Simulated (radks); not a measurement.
All-electron atom: Rh III in [Kr] 4d7.

Method: scalar-relativistic Kohn-Sham, PBE, spin-polarised, spherical densities, finite nucleus; open shells are filled with parallel spins first (spin-orbit coupling, left out, can overturn this in heavy ions); Fermi nuclear charge, rms radius 4.4945 fm; computed with a radial shooting solver on a logarithmic mesh with Libxc functionals.

Energy parts (eV):
| part | energy |
|---|---|
| total | -130154.790 |
| kinetic | 134792.499 |
| electron-nucleus | -313272.347 |
| Hartree | 52079.512 |
| exchange-correlation | -3754.454 |

Orbitals (lengths in bohr, moments of r in powers of bohr; r(90%) holds 90 % of the orbital's charge):
orbital  occ.  eigenvalue (eV)  r(90%)
1s down     1        -23058.97  0.0585
1s up       1        -23058.96  0.0585
2s up       1        -3361.237   0.219
2s down     1        -3360.756   0.219
2p up       3        -3014.535   0.201
2p down     3        -3014.174   0.201
3s up       1        -617.9737   0.576
3s down     1        -617.7349   0.576
3p up       3        -504.0144   0.588
3p down     3        -503.7405   0.588
3d up       5        -321.8463   0.588
3d down     5        -321.4126   0.588
4s up       1        -104.3410    1.42
4s down     1        -102.2205    1.42
4p up       3         -72.1868    1.59
4p down     3         -69.9525    1.59
4d up       5         -26.6816    2.26
4d down     2         -24.4739    2.31

The highest occupied level is 4d down at -24.474 eV. The electron density at the nucleus is 1.238e+05 e/bohr^3 (large components only). Summed over all electrons, <r^2> = 30.72 bohr^2, which gives a Langevin (diamagnetic) susceptibility term of -24.3 x 10^-6 cm^3/mol. The spin density at the nucleus is -2.486 e/bohr^3 (1s -0.038, 2s -0.946, 3s 0.423, 4s -1.926).
